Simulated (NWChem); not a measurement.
# C$_{2}$H$_{4}$BNO$_{2}$; SMILES OB1C=NCO1

```xyz
10

O      0.1641    -2.1366     0.0000
B      0.0851    -0.7791     0.0000
C      1.2290     0.3051     0.0000
N      0.6924     1.4876     0.0000
C     -0.7402     1.3246     0.0000
O     -1.0977    -0.0630     0.0000
H     -0.7181    -2.5521     0.0000
H      2.3312     0.2166     0.0000
H     -1.1745     1.8182    -0.8985
H     -1.1745     1.8182     0.8985
```
Atoms are numbered in this order, from 1.

All runs: NWChem. Geometry: optimised at PBE-D3(BJ)/def2-SVP.

Task: Predict the results for Hartree-Fock/3-21G. Quantities: highest occupied level (eV); orbital gap (eV); dipole (D).

Result: 
* **highest occupied level (eV)**: -11.51
* **orbital gap (eV)**: 14.47
* **dipole (D)**: 1.55
